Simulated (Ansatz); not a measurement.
A thermochemical cycle in electronic energies (no zero-point or thermal terms), species as SMILES, kcal/mol. Structures are relaxed separately at B3LYP-D3(BJ)/def2-TZVP in Ansatz (a first-principles code), one conformer each, not searched for the lowest. Valence correlation only, unless marked. UHF or UKS for open shells. No spin-orbit coupling. Non-relativistic. CBS marks a two-point X^-3 extrapolation of the correlation energy; Hartree-Fock from the larger set. Anions need diffuse functions, of which def2-TZVPD holds fewer than the aug- sets.

| step | CCSD(T)/CBS(aug-cc-pV(T+d)Z,aug-cc-pV(Q+d)Z) (Ansatz) | r2SCAN-D4/def2-TZVPD (Ansatz + dftd4) |
|---|---|---|
| electron affinity EA, positive where the anion is bound: F[SiH2][SiH2] + e- → F[SiH2][SiH2-] | 45.8 | 42.6 |
| deprotonation energy A: F[SiH2][SiH3] -> F[SiH2][SiH2-] + H+ | 361.1 | 359.5 |
| ionisation of the H atom at the same level, IE | 313.7 | 313.7 |

Find the bond energy D: F[SiH2][SiH3] -> F[SiH2][SiH2] + H atom.

Breaking the bond, ionising the H atom and attaching the electron to the radical add up to the deprotonation, A = D + IE - EA. At CCSD(T)/CBS(aug-cc-pV(T+d)Z,aug-cc-pV(Q+d)Z): D = A - IE + EA = 361.1 - 313.7 + 45.8 = 93.2. At r2SCAN-D4/def2-TZVPD: D = A - IE + EA = 359.5 - 313.7 + 42.6 = 88.4. The functional differs from the first level by -4.8 in D, -3.2 in EA and -1.6 in A; for EA and A the gap mixes functional and basis. The site is the one shown; other sites or isomers of the anion may lie lower.
